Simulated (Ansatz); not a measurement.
Ansatz (a first-principles code) input (B3LYP-D3(BJ)/def2-TZVP):

Ansatz 0.2 input:
```yaml
crystal:
  periodic: [false, false, false]
  atoms:
    - {symbol: Ga, position_ang: [0.33229674, 0.09962386, 0.36596543]}
    - {symbol: O, position_ang: [0.54446695, 0.03557473, -1.56196276]}
    - {symbol: H, position_ang: [-0.29118963, -0.18596325, -1.99132501]}
    - {symbol: O, position_ang: [-1.55636113, -0.33894457, 0.44754231]}
    - {symbol: H, position_ang: [-1.91485587, -0.47541784, -0.43823955]}
basis:
  gaussian:
    orbitals: def2-TZVP
hamiltonian:
  xc: b3lyp
  dispersion: d3bj
total_charge: -1
phonons: {temperatures: {t_min: 298.15, t_max: 298.15, t_step: 100}}
```

Output:

```
Functional definition: B3LYP
integrals: 0.04 GiB planned
793 factors; their error is unknown
mean field: 0.40 GiB planned
mean field evaluation 1: about -56508.1455 eV, gradient 3.8e1 eV
mean field evaluation 2: about -56502.1886 eV, gradient 7.3e1 eV
mean field evaluation 4: about -56510.2462 eV, gradient 1.6e0 eV
mean field evaluation 8: about -56510.4007 eV, gradient 1.4e-2 eV
mean field evaluation 16: about -56510.4007 eV, gradient 1.0e-5 eV
mean field -56510.40065406 eV, -2076.7189199116 hartree, gradient 1.0e-5 eV, S^2 0.000000; 0 other end points of the search recorded, 0 dependent functions left out
the calculation of the forces begins
reference -56510.40085436 eV, -2076.7189272722 hartree; 25, 25 occupied and 97, 97 virtual orbitals, 793 factors
these checks for a lower state are left out or cut short: stability, starts, cluster_reference, orbital_swaps, neighbouring_geometries, increment
integrals: 0.04 GiB planned
793 factors; their error is unknown
mean field: 0.40 GiB planned
mean field -56510.40063265 eV, -2076.7189191245 hartree, gradient 1.1e-6 eV, S^2 0.000000; 0 other end points of the search recorded, 0 dependent functions left out
the calculation of the forces begins
reference -56510.40083294 eV, -2076.7189264850 hartree; 25, 25 occupied and 97, 97 virtual orbitals, 793 factors
these checks for a lower state are left out or cut short: stability, starts, cluster_reference, orbital_swaps, neighbouring_geometries, increment
integrals: 0.04 GiB planned
793 factors; their error is unknown
mean field: 0.40 GiB planned
mean field -56510.40062128 eV, -2076.7189187069 hartree, gradient 1.1e-6 eV, S^2 0.000000; 0 other end points of the search recorded, 0 dependent functions left out
the calculation of the forces begins
reference -56510.40082158 eV, -2076.7189260677 hartree; 25, 25 occupied and 97, 97 virtual orbitals, 793 factors
these checks for a lower state are left out or cut short: stability, starts, cluster_reference, orbital_swaps, neighbouring_geometries, increment
integrals: 0.04 GiB planned
793 factors; their error is unknown
mean field: 0.40 GiB planned
mean field evaluation 32: about -56510.2474 eV, gradient 1.1e-4 eV
mean field -56510.40053837 eV, -2076.7189156599 hartree, gradient 1.0e-6 eV, S^2 0.000000; 0 other end points of the search recorded, 0 dependent functions left out
the calculation of the forces begins
reference -56510.40073876 eV, -2076.7189230239 hartree; 25, 25 occupied and 97, 97 virtual orbitals, 793 factors
these checks for a lower state are left out or cut short: stability, starts, cluster_reference, orbital_swaps, neighbouring_geometries, increment
integrals: 0.04 GiB planned
793 factors; their error is unknown
mean field: 0.40 GiB planned
mean field -56510.40051006 eV, -2076.7189146196 hartree, gradient 1.0e-6 eV, S^2 0.000000; 0 other end points of the search recorded, 0 dependent functions left out
the calculation of the forces begins
reference -56510.40071027 eV, -2076.7189219769 hartree; 25, 25 occupied and 97, 97 virtual orbitals, 793 factors
these checks for a lower state are left out or cut short: stability, starts, cluster_reference, orbital_swaps, neighbouring_geometries, increment
integrals: 0.04 GiB planned
793 factors; their error is unknown
mean field: 0.40 GiB planned
mean field -56510.40062619 eV, -2076.7189188873 hartree, gradient 9.8e-7 eV, S^2 0.000000; 0 other end points of the search recorded, 0 dependent functions left out
the calculation of the forces begins
reference -56510.40082646 eV, -2076.7189262471 hartree; 25, 25 occupied and 97, 97 virtual orbitals, 793 factors
these checks for a lower state are left out or cut short: stability, starts, cluster_reference, orbital_swaps, neighbouring_geometries, increment
integrals: 0.04 GiB planned
793 factors; their error is unknown
mean field: 0.40 GiB planned
mean field -56510.40061561 eV, -2076.7189184983 hartree, gradient 1.1e-6 eV, S^2 0.000000; 0 other end points of the search recorded, 0 dependent functions left out
the calculation of the forces begins
reference -56510.40081592 eV, -2076.7189258598 hartree; 25, 25 occupied and 97, 97 virtual orbitals, 793 factors
these checks for a lower state are left out or cut short: stability, starts, cluster_reference, orbital_swaps, neighbouring_geometries, increment
integrals: 0.04 GiB planned
793 factors; their error is unknown
mean field: 0.40 GiB planned
mean field evaluation 64: about -56510.4005 eV, gradient 4.5e-5 eV
mean field -56510.40053157 eV, -2076.7189154099 hartree, gradient 1.1e-6 eV, S^2 0.000000; 0 other end points of the search recorded, 0 dependent functions left out
the calculation of the forces begins
reference -56510.40073181 eV, -2076.7189227686 hartree; 25, 25 occupied and 97, 97 virtual orbitals, 793 factors
these checks for a lower state are left out or cut short: stability, starts, cluster_reference, orbital_swaps, neighbouring_geometries, increment
integrals: 0.04 GiB planned
793 factors; their error is unknown
mean field: 0.40 GiB planned
mean field -56510.40052951 eV, -2076.7189153342 hartree, gradient 1.0e-6 eV, S^2 0.000000; 0 other end points of the search recorded, 0 dependent functions left out
the calculation of the forces begins
reference -56510.40072985 eV, -2076.7189226968 hartree; 25, 25 occupied and 97, 97 virtual orbitals, 793 factors
these checks for a lower state are left out or cut short: stability, starts, cluster_reference, orbital_swaps, neighbouring_geometries, increment
integrals: 0.04 GiB planned
793 factors; their error is unknown
mean field: 0.40 GiB planned
mean field -56510.40064569 eV, -2076.7189196037 hartree, gradient 9.8e-7 eV, S^2 0.000000; 0 other end points of the search recorded, 0 dependent functions left out
the calculation of the forces begins
reference -56510.40084603 eV, -2076.7189269660 hartree; 25, 25 occupied and 97, 97 virtual orbitals, 793 factors
these checks for a lower state are left out or cut short: stability, starts, cluster_reference, orbital_swaps, neighbouring_geometries, increment
integrals: 0.04 GiB planned
793 factors; their error is unknown
mean field: 0.40 GiB planned
mean field -56510.40062648 eV, -2076.7189188979 hartree, gradient 1.0e-6 eV, S^2 0.000000; 0 other end points of the search recorded, 0 dependent functions left out
the calculation of the forces begins
reference -56510.40082673 eV, -2076.7189262569 hartree; 25, 25 occupied and 97, 97 virtual orbitals, 793 factors
Total energy: -56510.51777190 eV, -2076.7232239126 hartree
Atom 0 at     0.332297     0.099624     0.365965 Å, force     0.001577     0.000473     0.001737 eV/Å
Atom 1 at     0.544467     0.035575    -1.561963 Å, force    -0.000440    -0.000071     0.000539 eV/Å
Atom 2 at    -0.291190    -0.185963    -1.991325 Å, force    -0.001319    -0.000338    -0.000479 eV/Å
Atom 3 at    -1.556361    -0.338945     0.447542 Å, force     0.000554     0.000106    -0.000413 eV/Å
Atom 4 at    -1.914856    -0.475418    -0.438240 Å, force    -0.000372    -0.000169    -0.001384 eV/Å
Dipole moment:    -0.194559    -0.058330    -0.214272 e Å
Vibrations: 146.05 222.78 363.45 446.57 478.46 592.64 765.87 3753.40 3757.89 cm⁻¹, zero-point energy 0.652598 eV
```
